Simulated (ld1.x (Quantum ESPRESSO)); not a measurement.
Reading a pseudo-wave (Si (Z = 14))

Columns: radius, all-electron u(r) and pseudo u(r) of the 3p shell (level -4.05 eV) of silicon in the configuration [Ne] 3s2 3p2; Wu–Cohen, scalar-relativistic, TM scheme, ld1.x (Quantum ESPRESSO) 7.5.

| r (bohr) | all-electron | pseudo |
| --- | --- | --- |
| 0.088 | 0.0855 | -0.0033 |
| 0.175 | 0.1932 | -0.0131 |
| 0.262 | 0.2513 | -0.0289 |
| 0.350 | 0.2573 | -0.0505 |
| 0.438 | 0.2238 | -0.0769 |
| 0.525 | 0.1658 | -0.1068 |
| 0.612 | 0.0941 | -0.1396 |
| 0.700 | 0.0154 | -0.1751 |
| 0.788 | -0.0642 | -0.2120 |
| 0.875 | -0.1405 | -0.2496 |
| 0.962 | -0.2122 | -0.2880 |
| 1.050 | -0.2789 | -0.3275 |
| 1.138 | -0.3394 | -0.3676 |
| 1.225 | -0.3927 | -0.4071 |
| 1.312 | -0.4399 | -0.4459 |
| 1.400 | -0.4813 | -0.4831 |
| 1.487 | -0.5163 | -0.5166 |
| 1.575 | -0.5458 | -0.5458 |
| 1.662 | -0.5697 | -0.5697 |
| 1.750 | -0.5889 | -0.5889 |
| 1.838 | -0.6034 | -0.6034 |
| 1.925 | -0.6137 | -0.6137 |
| 2.012 | -0.6204 | -0.6204 |
| 2.100 | -0.6237 | -0.6237 |
| 2.188 | -0.6242 | -0.6242 |
| 2.275 | -0.6220 | -0.6220 |

(1) How many radial nodes do the two functions have?

(2) At about which radius was the pseudo-wave matched?

(3) Where does each function peak?

(4) Is the pseudo-wave norm-conserving?

## Answers

(1) The all-electron 3p function has n − l − 1 = 1; the pseudo-wave has 0, since the states of the same l below it are removed with the core.

(2) 1.65 bohr. The columns agree to 0.0005 from 1.49 bohr on; several derivatives are matched, so the curves merge somewhat inside the radius.

(3) Outermost all-electron maximum near 2.19 bohr, pseudo maximum near 2.19 bohr (to the table’s step).

(4) Yes: the TM scheme keeps the norm inside the radius equal to the all-electron one, which fixes the energy derivative of the logarithmic derivative at the level.
